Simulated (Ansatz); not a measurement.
Se₂, multiplicity 3 (the spin of the measured ground state), most abundant isotopes (79.9165 and 79.9165 u). Constants from fifth-degree fits in 1/R to seven points on the lowest solution found; no spin–orbit coupling, no relativity up to Kr; ω_e x_e and α_e move by some per cent with the fit.

Correlated levels freeze the inner cores; with def2 sets outer-core shells near the valence are correlated too. CBS: X⁻³ extrapolation of the correlation energy, Hartree–Fock from the larger set.

Run with Ansatz (Gaussian orbitals). 

```
level                                r_e (Å)  ω_e (cm⁻¹)  ω_e x_e (cm⁻¹)  α_e (cm⁻¹)
-----------------------------------  -------  ----------  --------------  ----------
PBE/def2-TZVPP                        2.1954       375.5           0.846    0.000275
CCSD(T)/CBS(def2-TZVPP, def2-QZVPP)   2.1563       396.7           0.900    0.000285
```

D_e from total energies of the atoms and the molecule: 4.11 eV at PBE/def2-TZVPP.

Problem. Derive the rotational constants, the centrifugal constant, the fundamental, the zero-point energy and the force constant, and test the Morse rule for the well depth.

Solution. 
μ = 39.95826 u.
- PBE/def2-TZVPP: B_e = 16.8576/(μ r_e²) = 0.087535 cm⁻¹; B₀ = B_e − α_e/2 = 0.087397 cm⁻¹; D = 4B_e³/ω_e² = 1.90e-08 cm⁻¹; fundamental ω_e − 2ω_e x_e = 374 cm⁻¹; zero-point energy ω_e/2 − ω_e x_e/4 = 188 cm⁻¹; k = μ(2πcω_e)² = 332 N/m; a Morse well would hold ω_e²/(4ω_e x_e) = 5.17 eV against the computed D_e of 4.11 eV
- CCSD(T)/CBS(def2-TZVPP, def2-QZVPP): B_e = 16.8576/(μ r_e²) = 0.090736 cm⁻¹; B₀ = B_e − α_e/2 = 0.090594 cm⁻¹; D = 4B_e³/ω_e² = 1.90e-08 cm⁻¹; fundamental ω_e − 2ω_e x_e = 395 cm⁻¹; zero-point energy ω_e/2 − ω_e x_e/4 = 198 cm⁻¹; k = μ(2πcω_e)² = 371 N/m

Measured for the ground state: r_e 2.166 Å [Huber and Herzberg (1979), NIST Chemistry WebBook]; ω_e 385.3 cm⁻¹ [Huber and Herzberg (1979), NIST Chemistry WebBook].

Ansatz is a program for electronic structure.
